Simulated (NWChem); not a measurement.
Everything below was run with NWChem. System: H$_{6}$BN, charge 0, spin multiplicity 1, at a geometry optimised with B3LYP/def2-SVP. The structure started from a generated list of species. Level: RHF/def2-TZVPD.

NWChem printed:

```
             Northwest Computational Chemistry Package (NWChem) 7.3.0
             --------------------------------------------------------

                                NWChem Input Module
                                -------------------

 Scaling coordinates for geometry "geometry" by  1.889725989
 (inverse scale =  0.529177249)

 Turning off AUTOSYM since
 SYMMETRY directive was detected!

                             Geometry "geometry" -> ""
                             -------------------------

 Output coordinates in angstroms (scale by  1.889725989 to convert to a.u.)

  No.       Tag          Charge          X              Y              Z
 ---- ---------------- ---------- -------------- -------------- --------------
    1 B                    5.0000    -0.54645200     0.74958200     0.00000000
    2 H                    1.0000    -1.21083000     0.65905600     1.02229600
    3 H                    1.0000     0.21996400     1.70209300     0.00000000
    4 H                    1.0000    -1.21083000     0.65905600    -1.02229600
    5 N                    7.0000     0.42777300    -0.58679300     0.00000000
    6 H                    1.0000    -0.12360600    -1.44825200     0.00000000
    7 H                    1.0000     1.03157700    -0.60615800     0.82534000
    8 H                    1.0000     1.03157700    -0.60615800    -0.82534000

 Effective nuclear repulsion energy (a.u.)      40.4071985443

            Nuclear Dipole moment (a.u.)
            ----------------------------
        X                 Y               Z
 ---------------- ---------------- ----------------
     0.0000056692    -0.0000075589     0.0000000000

      Symmetry information
      --------------------

 Group name             Cs
 Group number              2
 Group order               2
 No. of unique centers     6

      Symmetry unique atoms

     1    2    3    5    6    7


 Summary of "ao basis" -> "" (spherical)
 ------------------------------------------------------------------------------
       Tag                 Description            Shells   Functions and Types
 ---------------- ------------------------------  ------  ---------------------
 *                         def2-tzvpd                 on all atoms

 Summary of "ao basis" -> "ao basis" (spherical)
 ------------------------------------------------------------------------------
       Tag                 Description            Shells   Functions and Types
[...]
     9      0.272587  1 B  pz                12      0.224728  1 B  pz
    39      0.216922  2 H  s                 57     -0.216922  4 H  s
    40      0.155383  2 H  s                 58     -0.155383  4 H  s

 Vector    9  Occ=2.000000D+00  E=-4.124445D-01  Symmetry=a'
              MO Center= -3.4D-01,  1.1D+00,  1.4D-11, r^2= 1.8D+00
   Bfn.  Coefficient  Atom+Function         Bfn.  Coefficient  Atom+Function
  ----- ------------  ---------------      ----- ------------  ---------------
    48      0.250479  3 H  s                  7      0.220270  1 B  px
    10      0.181599  1 B  px                49      0.179424  3 H  s
     8      0.160577  1 B  py                47      0.159649  3 H  s

 Vector   10  Occ=0.000000D+00  E= 4.310515D-02  Symmetry=a'
              MO Center=  4.8D-01, -6.6D-01,  6.5D-14, r^2= 1.2D+01
   Bfn.  Coefficient  Atom+Function         Bfn.  Coefficient  Atom+Function
  ----- ------------  ---------------      ----- ------------  ---------------
     5      8.253613  1 B  s                 70     -5.927984  5 N  s
     6     -2.729571  1 B  s                 40     -1.349340  2 H  s
    49     -1.349332  3 H  s                 58     -1.349340  4 H  s
   104      1.225800  6 H  s                113      1.225858  7 H  s
   122      1.225858  8 H  s                 69     -1.146401  5 N  s

 Vector   11  Occ=0.000000D+00  E= 8.334707D-02  Symmetry=a'
              MO Center= -6.3D-01,  8.6D-01,  4.9D-15, r^2= 1.6D+01
   Bfn.  Coefficient  Atom+Function         Bfn.  Coefficient  Atom+Function
  ----- ------------  ---------------      ----- ------------  ---------------
    70     12.984597  5 N  s                  6     -4.216192  1 B  s
   104     -3.082244  6 H  s                113     -3.082359  7 H  s
   122     -3.082359  8 H  s                 14      2.926464  1 B  py
    69      2.472125  5 N  s                 13     -2.133378  1 B  px
    40     -1.122025  2 H  s                 49     -1.122022  3 H  s

 Vector   12  Occ=0.000000D+00  E= 1.122671D-01  Symmetry=a"
              MO Center=  1.1D+00, -6.5D-01, -1.0D-11, r^2= 8.7D+00
   Bfn.  Coefficient  Atom+Function         Bfn.  Coefficient  Atom+Function
  ----- ------------  ---------------      ----- ------------  ---------------
   113      4.439571  7 H  s                122     -4.439571  8 H  s
    15     -2.033083  1 B  pz               119     -1.466684  7 H  pz
   128     -1.466684  8 H  pz                79     -1.440959  5 N  pz
   117     -1.074185  7 H  px               126      1.074185  8 H  px
    40      1.040150  2 H  s                 58     -1.040150  4 H  s

 center of mass
 --------------
 x =  -0.01765183 y =   0.02421094 z =   0.00000000

 moments of inertia (a.u.)
 ------------------
          75.462571248669          36.895956456418           0.000000000000
          36.895956456418          51.748445162065           0.000000000000
           0.000000000000           0.000000000000         102.359503757413

  Mulliken analysis of the total density
  --------------------------------------

    Atom       Charge   Shell Charges
 -----------   ------   -------------------------------------------------------
    1 B    5     5.29   0.91  1.07  0.43  0.50  0.06  0.01  0.95  0.98  0.22  0.05  0.08  0.02  0.01
    2 H    1     1.05   0.26  0.54  0.25  0.01 -0.00
    3 H    1     1.05   0.26  0.54  0.25  0.01 -0.00
    4 H    1     1.05   0.26  0.54  0.25  0.01 -0.00
    5 N    7     7.44   0.82  1.16  0.52  0.88 -0.00  0.03  1.51  1.79  0.67  0.01  0.04  0.04  0.00
    6 H    1     0.70   0.26  0.39  0.01  0.03  0.01
    7 H    1     0.70   0.26  0.39  0.01  0.03  0.01
    8 H    1     0.70   0.26  0.39  0.01  0.03  0.01

       Multipole analysis of the density wrt the origin
       ------------------------------------------------

     L   x y z        total         open         nuclear
     -   - - -        -----         ----         -------
     0   0 0 0     -0.000000      0.000000     18.000000

     1   1 0 0      1.256867      0.000000      0.000006
     1   0 1 0     -1.724113      0.000000     -0.000008
     1   0 0 1      0.000000      0.000000      0.000000

     2   2 0 0    -12.218639      0.000000     28.204839
     2   1 1 0      0.098227      0.000000    -21.777591
     2   1 0 1      0.000000      0.000000      0.000000
     2   0 2 0    -12.281879      0.000000     42.202007
     2   0 1 1     -0.000000      0.000000      0.000000
     2   0 0 2    -12.147048      0.000000     12.329280

 Task  times  cpu:        6.1s     wall:        6.1s

 Total times  cpu:        6.1s     wall:        6.1s
```

### Question
Write an NWChem input that would produce this output.

### Answer
Several could match; the one computed here: 
```
start mol
memory heap 200 mb stack 900 mb global 1100 mb
geometry units angstroms nocenter noautoz
  B     -0.546452     0.749582     0.000000
  H     -1.210830     0.659056     1.022296
  H      0.219964     1.702093     0.000000
  H     -1.210830     0.659056    -1.022296
  N      0.427773    -0.586793     0.000000
  H     -0.123606    -1.448252     0.000000
  H      1.031577    -0.606158     0.825340
  H      1.031577    -0.606158    -0.825340
  symmetry group Cs
end
basis spherical
  * library def2-tzvpd
end
scf
  rhf
  nopen 0
  maxiter 100
  thresh 1e-7
  semidirect memsize 60000000 filesize 0
end
task scf energy
```
